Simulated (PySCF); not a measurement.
Match the calculated data to a structure.

| technique | computed result |
| --- | --- |
| NMR, other nuclei | isotropic shieldings of nuclei other than C and H, by class: 113 (2 O), 122 (1 O), 196 (1 S) ppm [GIAO PBE0/pcSseg-1] |
| Rotational structure | rotational constants A, B, C: 4.672, 1.340, 1.318 GHz [GFN2-xTB] |
| UV, strongest line | among the 6 lowest singlet transitions: S4 at 7.33 eV (169 nm, f = 0.176) [TDDFT PBE0/def2-SVPD] |
| Polarisability | 68.0 au [PBE0/def2-SVPD] |
| 13C NMR | chemical shifts (computed TMS as zero) by class: 152.9 (1 C), 136.3 (1 C), 19.9 (1 C) ppm [GIAO PBE0/pcSseg-1] |
| Triplet | lowest triplet excitation (Tamm–Dancoff): 4.38 eV [TDA PBE0/def2-SVPD] |
| 1H NMR | chemical shifts (computed TMS as zero) by class: 7.15 (1 H), 6.16 (1 H), 4.52 (1 H), 2.08 (3 H) ppm [GIAO PBE0/pcSseg-1] |
| Dipole | 4.31 D [PBE0/def2-SVPD] |
| UV, first state | lowest singlet excitation: 6.62 eV (187 nm, f = 0.072) [TDDFT PBE0/def2-SVPD] |

Gas-phase values; electronic properties from PySCF, density fitting. Levels stand in brackets. One conformer (not necessarily the lowest) at the GFN2-xTB geometry, without solvent, vibrations or thermal averaging. Each NMR value is the plain mean over a class of atoms that symmetry, rotation or inversion makes alike.

Problem. Which candidate is it?
A. `O=S1(=O)CCCO1`
B. `C/C=C/S(=O)(=O)O`
C. `O=S1(=O)CC=C(F)C1`
D. `O=S1(=O)C=C(F)CC1`

Solution. B. It is `C/C=C/S(=O)(=O)O`. Numbering: `[CH3:1]/[CH:2]=[CH:3]/[S:4](=[O:5])(=[O:6])[OH:7]`. 3 carbons fall into 3 classes; from least to most shielded: alkene CH carbon [C2] (152.9 ppm), alkene CH carbon [C3] (136.3 ppm), allylic carbon [C1] (19.9 ppm). Hydrogen classes from least to most shielded: 1 H on an alkene CH carbon, C2 (7.15 ppm), 1 H on an alkene CH carbon, C3 (6.16 ppm), 1 H on a hydroxyl oxygen, O7 (4.52 ppm), 3 H on an allylic carbon, C1 (2.08 ppm). The other shieldings belong to: 113 ppm, sulfonyl oxygen [O5/O6]; 122 ppm, hydroxyl oxygen [O7]; 196 ppm, sulfonyl sulfur [S4]. The optimised geometry has point group C1 and is an asymmetric top.

The others, at the same levels:
- `O=S1(=O)CCCO1` fails: its computed 13C shifts are 66.1 (1 C), 52.9 (1 C), 28.8 (1 C) ppm, 1H shifts are 4.21 (2 H), 2.93 (2 H), 2.24 (2 H) ppm and lowest singlet excitation is 7.86 eV (158 nm, f = 0.008) (against 6.62 eV).
- `O=S1(=O)C=C(F)CC1` fails: it has 5 hydrogens where the 1H data count 6; its computed 13C shifts are 178.6 (1 C), 121.6 (1 C), 58.9 (1 C), 28.9 (1 C) ppm, 1H shifts are 6.52 (1 H), 3.20 (2 H), 2.89 (2 H) ppm and rotational constant A is 3.599 GHz (against 4.672 GHz).
- `O=S1(=O)CC=C(F)C1` fails: it has 5 hydrogens where the 1H data count 6; its computed 13C shifts are 165.8 (1 C), 107.0 (1 C), 63.2 (1 C), 58.8 (1 C) ppm, 1H shifts are 5.64 (1 H), 3.81 (2 H), 3.67 (2 H) ppm and lowest singlet excitation is 6.83 eV (182 nm, f = 0.038) (against 6.62 eV).

Each candidate is one conformer, not necessarily the lowest. Dipoles, sizes and rotational constants follow the conformer. The torsions of the flexible species, by atom-mapped SMILES:
- `[CH3:1]/[CH:2]=[CH:3]/[S:4](=[O:5])(=[O:6])[OH:7]`: C2–C3–S4–O5 146°, H–O7–S4–C3 -119°

The conformers of `O=S1(=O)CCCO1`, `O=S1(=O)C=C(F)CC1` and `O=S1(=O)CC=C(F)C1` aren't listed.
